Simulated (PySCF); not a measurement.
**Radial density of Ga³⁺ (gallium, charge +3)**

wB97X-V, [Ar] 3d10, closed-shell 1S. Computed with PySCF 2.14 in aug-cc-pVDZ-PP with ECP10MDF (5s4p3d, 32 functions), with a scalar-relativistic core potential. This is the valence pseudo-density: the core potential removes the inner electrons and smooths the orbitals near the nucleus.

```csv
r (bohr),4πr²ρ (e/bohr)
0.00178,1.182e-05
0.00300,3.309e-05
0.00505,9.102e-05
0.00849,0.0002389
0.0143,0.0005654
0.0240,0.001214
0.0404,0.004006
0.0679,0.03674
0.114,0.4001
0.192,2.796
0.323,13.01
0.544,26.70
0.915,13.41
1.54,1.879
2.59,0.08439
4.35,1.711e-05
7.32,2.415e-05
```

Energies and moments cover only the electrons outside the core potential.
